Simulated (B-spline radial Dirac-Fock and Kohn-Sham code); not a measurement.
Auger parameter of lead: the L3 level and its strongest L3-MM line

The computed values come from a radial atomic solver: multi-electron Dirac-Fock with separately optimised hole states, Breit and Lamb-shift corrections added in first order. The modified Auger parameter α′ is the binding energy plus the kinetic energy of the Auger electron; it does not depend on the energy zero. For free ions it tends to fall with charge, since less charge screens the final holes.

```
            species           configuration  binding 2p3/2 (eV)  Auger line  kinetic (eV)  α′ (eV)
                 Pb  [Xe] 4f14 5d10 6s2 6p2             13041.8    M4M5 J=4        7867.7  20909.5
                Pb⁺  [Xe] 4f14 5d10 6s2 6p1             13050.4    M4M5 J=4        7857.6  20908.0
 Pb⁺ (Watson 1.6 Å)  [Xe] 4f14 5d10 6s2 6p1             13042.2    M4M5 J=4        7866.2  20908.5
               Pb²⁺      [Xe] 4f14 5d10 6s2             13060.2    M4M5 J=4        7846.6  20906.8
               Pb²⁺  [Xe] 4f14 5d10 6s1 6p1             13061.9    M4M5 J=4        7845.0  20906.9
Pb²⁺ (Watson 1.6 Å)      [Xe] 4f14 5d10 6s2             13042.7    M4M5 J=4        7864.4  20907.1
Pb²⁺ (Watson 2.4 Å)      [Xe] 4f14 5d10 6s2             13048.2    M4M5 J=4        7858.6  20906.8
               Pb³⁺      [Xe] 4f14 5d10 6s1             13072.6    M4M5 J=4        7833.3  20905.8
Pb³⁺ (Watson 1.8 Å)      [Xe] 4f14 5d10 6s1             13048.7    M4M5 J=4        7857.2  20905.9
               Pb⁴⁺          [Xe] 4f14 5d10             13085.7    M4M5 J=4        7819.2  20904.9
```
